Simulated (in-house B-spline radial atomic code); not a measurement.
Radial electron density of Mn VII (Mn6+), [Ar] 3d1. Computed with a B-spline radial code for spherical atoms: scalar-relativistic (X2C) PW91, spin-polarised, spherical fractional occupations, Fermi nucleus of rms radius 3.7057 fm.

Columns: r (bohr), 4πr²n(r) (electrons per bohr), bar.

```
 0.00229   0.7949 #
 0.00273    1.084 #
 0.00325    1.469 ##
 0.00387    1.982 ###
 0.00461    2.663 ####
 0.00549    3.552 #####
 0.00654    4.704 ######
 0.00779    6.171 ########
 0.00928    8.007 ###########
  0.0111    10.31 ##############
  0.0132    12.95 #################
  0.0157    15.98 #####################
  0.0187     19.3 ##########################
  0.0223    22.71 ##############################
  0.0265    25.83 ##################################
  0.0316    28.38 ######################################
  0.0377    29.88 ########################################
  0.0449    30.03 ########################################
  0.0535    28.84 ######################################
  0.0637    26.72 ###################################
  0.0759    24.52 #################################
  0.0904    23.37 ###############################
   0.108    24.18 ################################
   0.128    26.91 ####################################
   0.153    30.68 #########################################
   0.182    33.18 ############################################
   0.217    32.47 ###########################################
   0.258    27.91 #####################################
   0.308    20.72 ###########################
   0.367    14.12 ###################
   0.437    10.71 ##############
   0.521    10.92 ##############
    0.62    12.65 #################
   0.739    13.11 #################
    0.88    11.02 ###############
    1.05    7.269 ##########
    1.25     3.73 #####
    1.49    1.443 ##
    1.77    0.427 #
    2.11  0.08936 
    2.52  0.01247 
       3 0.001169
```

On this grid the curve has 3 maxima, near 0.0449, 0.182, 0.739 bohr.

The 3p up radial function P(r) = rR(r), positive near the nucleus:

```tsv
r (bohr)	P
0.00273	0.001651
0.00387	0.003157
0.00549	0.006044
0.00779	0.01154
0.0111	0.02201
0.0157	0.04088
0.0223	0.0749
0.0316	0.1325
0.0449	0.2248
0.0637	0.3558
0.0904	0.5105
0.128	0.6297
0.182	0.5996
0.258	0.2918
0.367	-0.3085
0.521	-0.9426
0.739	-1.198
1.05	-0.9066
1.49	-0.4022
2.11	-0.09391
3	-0.008416
```
Radii and densities under X2C are those of the two-component orbitals, without the picture-change correction, which makes inner s shells of heavy atoms about 5 % too small.
